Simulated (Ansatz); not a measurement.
B, charge -1, triplet (a gas-phase anion, which may not be bound at this level); PBE0/STO-3G (Ansatz, an electronic-structure program).

Ansatz was given this input:
Ansatz 0.2 input:
```yaml
crystal:
  periodic: [false, false, false]
  atoms:
    - {symbol: B, position_ang: [0.00000000, 0.00000000, 0.00000000]}
basis:
  gaussian:
    orbitals: STO-3G
hamiltonian:
  xc: pbe0
total_charge: -1
magnetization: {spin_polarized: true, initial_magnetization: 2}
```

Output, abridged:

```
Functional definition: PBE0
15 factors; integrals over basis functions are off by at most 8.9e-7 eV
mean field evaluation 1: about -652.2402 eV, gradient 2.1e-7 eV
mean field evaluation 2: about -652.2400 eV, gradient 1.7e-6 eV
mean field -652.23997243 eV, -23.9693768827 hartree, gradient 0.0e0 eV, S^2 2.000000; 0 other end points of the search recorded, 0 dependent functions left out
reference -652.23998187 eV, -23.9693772296 hartree; 4, 2 occupied and 1, 3 virtual orbitals, 15 factors
Total energy: -652.23998187 eV, -23.9693772296 hartree
```
